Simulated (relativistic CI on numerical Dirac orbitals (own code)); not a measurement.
# Magnetism of Rh6+, 4d3, in a crystal field

Calculated by Dirac-Coulomb-Breit CI, orbitals from a KLI potential per configuration, model QED, valence Slater integrals scaled by 0.75, one configuration in a parametric crystal field (own radial code).

Field parameters in Wybourne normalisation: D3d B²₀ = −7Dσ, B⁴₀ = −14Dq − 21Dτ, B⁴₃ = −14√(10/7) Dq; Oh B⁴₀ = 21Dq, B⁴₄ = √(5/14) B⁴₀; Td as Oh with Dq negative (B⁴₀ = 21Dq, B⁴₄ = √(5/14) B⁴₀). The field is a parameter set, without covalency.

S is read from ⟨S²⟩ = S(S + 1).

Powder χT (cm³ K mol⁻¹) by Van Vleck's formula, with temperature-independent terms:

| Field | 2 K | 5 K | 10 K | 20 K | 50 K | 100 K | 200 K | 300 K |
| --- | --- | --- | --- | --- | --- | --- | --- | --- |
| D3d, 10Dq = 23550, Dσ = 170, Dτ = -330 cm⁻¹ | 0.919 | 0.994 | 1.12 | 1.28 | 1.42 | 1.45 | 1.47 | 1.48 |
| D3d, 10Dq = 44950, Dσ = 1120, Dτ = 490 cm⁻¹ | 1.04 | 1.13 | 1.28 | 1.47 | 1.62 | 1.65 | 1.66 | 1.67 |
| Oh, 10Dq = 21800 cm⁻¹ | 1.45 | 1.45 | 1.45 | 1.45 | 1.45 | 1.46 | 1.47 | 1.48 |
| Oh, 10Dq = 37350 cm⁻¹ | 1.62 | 1.62 | 1.62 | 1.62 | 1.62 | 1.62 | 1.63 | 1.63 |
| Td, 10Dq = -10750 cm⁻¹ | 0.23 | 0.232 | 0.234 | 0.238 | 0.25 | 0.269 | 0.309 | 0.349 |
| Td, 10Dq = -15900 cm⁻¹ | 0.316 | 0.316 | 0.318 | 0.321 | 0.329 | 0.344 | 0.373 | 0.401 |

(1) For Oh, 10Dq = 21800 cm⁻¹: what effective moment follows at 300 K?

## Answers

(1) μ_eff = √(8χT) = 3.44 μB. The ground level has S = 1.49; the spin-only moment for S = 3/2 is 3.88 μB. The difference comes from the orbital moment, spin-orbit mixing of terms and temperature-independent paramagnetism, all larger in this ionic model than in covalent complexes.
